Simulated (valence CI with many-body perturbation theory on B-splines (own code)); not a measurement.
Results of a calculation; reference values are marked as such.
## Hyperfine factors and g values of Tl76+

Method: valence CI with perturbative core correlation (CI+MBPT): three valence electrons over a frozen Dirac-Fock core [He], a basis of 11 s, 11 p, 9 d, 7 f, 5 g, 2 h, 1 i functions for each j, with the one-electron correlation potential Σ1 (screened to all orders), the two-electron term Σ2, the three-electron term Σ3, Breit, model QED; selected single and double excitations, second order for the rest (own B-spline code, finite nucleus).

The last digits are not significant, and no measured levels were compared; by estimate large intervals hold to a few tenths of a per cent, small ones and those within an open d or f shell to about a per cent.

A/g_I is the dipole constant over the nuclear g factor μ/I (μ in nuclear magnetons, uniformly magnetised nucleus), B/Q the quadrupole constant per barn. Both hold the static response of the core; the bare values leave it out. Large factors of s and p1/2 electrons are usually good to 5 to 10 %; those of open d and f shells near neutrality can be off by tens of per cent, and small factors of p3/2, d and f electrons come from cancelling terms and can be off by a factor of two or in sign, in half-filled shells by more. B is blank for J = 1/2, where it vanishes, and for nearly pure S terms. Energies count from the lowest level.

Levels are named by their leading jj configuration (3d3/2^4 stands for four electrons in 3d with j = 3/2), which in mixed levels can hold well under half, so a name can repeat and another be missing. Letters in brackets count levels of one name in rising energy.

| Level | E (Ry) | g | A/g_I (MHz) | A/g_I bare | B/Q (MHz/b) | B/Q bare |
| --- | --- | --- | --- | --- | --- | --- |
| (2s^2 2p1/2) J=1/2 | 0.0 | 0.603 | 1.20e+07 | 1.19e+07 |  |  |
| (2s 2p1/2^2) J=1/2 | 23.4 | 1.995 | 3.57e+07 | 3.54e+07 |  |  |
| (2s^2 2p3/2) J=3/2 | 163.3 | 1.289 | 1150000 | 1170000 | 2320000 | 2320000 |
| (2s 2p1/2 2p3/2) J=3/2 [a] | 179.9 | 1.606 | 8330000 | 8280000 | 1820000 | 1820000 |
| (2s 2p1/2 2p3/2) J=5/2 | 183.0 | 1.292 | 1.03e+07 | 1.02e+07 | 2080000 | 2080000 |
| (2s 2p1/2 2p3/2) J=1/2 | 189.2 | 1.274 | -1.40e+07 | -1.38e+07 |  |  |
| (2s 2p1/2 2p3/2) J=3/2 [b] | 189.3 | 0.968 | -4410 | 54200 | 1120000 | 1120000 |
| (2p1/2^2 2p3/2) J=3/2 | 213.5 | 1.299 | 1080000 | 1130000 | 2250000 | 2260000 |
| (2s 2p3/2^2) J=5/2 | 344.5 | 1.410 | 8120000 | 8080000 | 227000 | 227000 |
| (2s 2p3/2^2) J=1/2 | 353.6 | 1.915 | 3.61e+07 | 3.57e+07 |  |  |
| (2s 2p3/2^2) J=3/2 | 353.7 | 1.160 | -5840000 | -5730000 | -179000 | -179000 |
| (2p1/2 2p3/2^2) J=3/2 | 372.6 | 1.426 | -1090000 | -1020000 | 90000 | 90100 |
| (2p1/2 2p3/2^2) J=5/2 | 374.2 | 1.152 | 3280000 | 3310000 | -6160 | -6170 |
| (2p1/2 2p3/2^2) J=1/2 | 379.1 | 0.603 | 1.20e+07 | 1.20e+07 |  |  |
| (2p3/2^3) J=3/2 | 539.4 | 1.281 | 1110000 | 1160000 | -2350000 | -2350000 |
| (2s^2 3s) J=1/2 | 968.2 | 1.976 | 1.07e+07 | 1.06e+07 |  |  |
| (2s^2 3p1/2) J=1/2 | 975.9 | 0.651 | 3640000 | 3630000 |  |  |
| (2s 2p1/2 3s) J=1/2 [a] | 983.9 | 2.345 | 2.06e+07 | 2.04e+07 |  |  |
| (2s 2p1/2 3s) J=3/2 | 986.2 | 1.516 | 1.95e+07 | 1.94e+07 | -138000 | -139000 |
| (2s 2p1/2 3s) J=1/2 [b] | 988.9 | 0.675 | 1.84e+07 | 1.83e+07 |  |  |
| (2s 2p1/2 3p1/2) J=1/2 [a] | 990.4 | 0.253 | -1960000 | -1900000 |  |  |
| (2s 2p1/2 3p1/2) J=3/2 | 992.6 | 1.071 | 1.73e+07 | 1.71e+07 | -136000 | -136000 |
| (2s 2p1/2 3p1/2) J=1/2 [b] | 996.6 | 1.890 | 3.64e+07 | 3.61e+07 |  |  |
| (2p1/2^2 3s) J=1/2 | 1011.8 | 1.977 | 1.03e+07 | 1.02e+07 |  |  |
| (2p1/2^2 3p1/2) J=1/2 | 1017.8 | 0.639 | 3650000 | 3630000 |  |  |
| (2s^2 3p3/2) J=3/2 | 1024.0 | 1.315 | 363000 | 372000 | 723000 | 724000 |
| (2s^2 3d3/2) J=3/2 | 1028.8 | 0.781 | 224000 | 224000 | 139000 | 139000 |
| (2s 2p1/2 3p3/2) J=3/2 [a] | 1039.7 | 1.381 | 1570000 | 1570000 | 712000 | 713000 |
| (2s^2 3d5/2) J=5/2 | 1040.9 | 1.217 | 2920000 | 2900000 | 302000 | 303000 |
| (2s 2p1/2 3p3/2) J=3/2 [b] | 1042.6 | 1.237 | 5450000 | 5410000 | 253000 | 254000 |
| (2s 2p1/2 3p3/2) J=5/2 | 1042.7 | 1.269 | 7000000 | 6950000 | 442000 | 443000 |
| (2s 2p1/2 3p3/2) J=1/2 | 1042.9 | 1.334 | -1.53e+07 | -1.52e+07 |  |  |
| (2s 2p1/2 3d3/2) J=3/2 [a] | 1043.5 | 0.574 | -2970000 | -2930000 | 139000 | 140000 |
| (2s 2p1/2 3d3/2) J=5/2 | 1046.0 | 0.990 | 9710000 | 9620000 | 11700 | 12400 |
| (2s 2p1/2 3d3/2) J=3/2 [b] | 1047.4 | 1.135 | 9650000 | 9550000 | 127000 | 127000 |
| (2s 2p1/2 3d3/2) J=1/2 | 1047.7 | 0.441 | -1.57e+07 | -1.55e+07 |  |  |
| (2s 2p1/2 3d5/2) J=5/2 [a] | 1056.8 | 1.293 | 2180000 | 2150000 | 154000 | 155000 |
| (2s 2p1/2 3d5/2) J=7/2 | 1059.2 | 1.212 | 6950000 | 6890000 | 9900 | 10800 |
| (2s 2p1/2 3d5/2) J=5/2 [b] | 1060.1 | 1.075 | 788000 | 789000 | 235000 | 236000 |
| (2s 2p1/2 3d5/2) J=3/2 | 1060.2 | 1.128 | -9110000 | -9030000 | 88500 | 89000 |

Task: Take the isotope of mass number 205, with I = 1/2, μ = 1.632 μN. What is the hyperfine structure of (2s 2p1/2 2p3/2) J=1/2?

Result: From the table A = -4.56e+07 MHz. Shifts from the centre of gravity in MHz: F = 0: 3.42e+07, F = 1: -1.14e+07.
